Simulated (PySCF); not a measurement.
**Ne⁺: ionisation energy**

Ne⁺ [He] 2s2 2p5 (2P) → Ne²⁺ [He] 2s2 2p4 (3P), as a difference of total energies. All numbers are calculated (PySCF 2.14, the non-relativistic Hamiltonian (point nucleus), in pcseg-2 (4s3p2d1f, 30 functions)). Correlated levels: valence: 1s2 frozen. The calculations carry no spin-orbit coupling.

```json
{"method": "UHF", "ionisation energy (eV)": "39.330"}
{"method": "B3LYP", "ionisation energy (eV)": "41.335"}
{"method": "r2SCAN", "ionisation energy (eV)": "41.189"}
{"method": "MP2 (valence)", "ionisation energy (eV)": "40.742"}
{"method": "SCS-MP2 (valence)", "ionisation energy (eV)": "40.722"}
{"method": "CCSD (valence)", "ionisation energy (eV)": "40.682"}
{"method": "CCSD(T) (valence)", "ionisation energy (eV)": "40.706"}
```

How much does correlation contribute at CCSD(T) (valence)?

40.706 − (39.330) = 1.376 eV, measured against UHF.

Errors of the correlated levels include the incompleteness of this basis and the frozen core.

For comparison: 40.963 eV (measured; NIST Atomic Spectra Database, ionization energies).
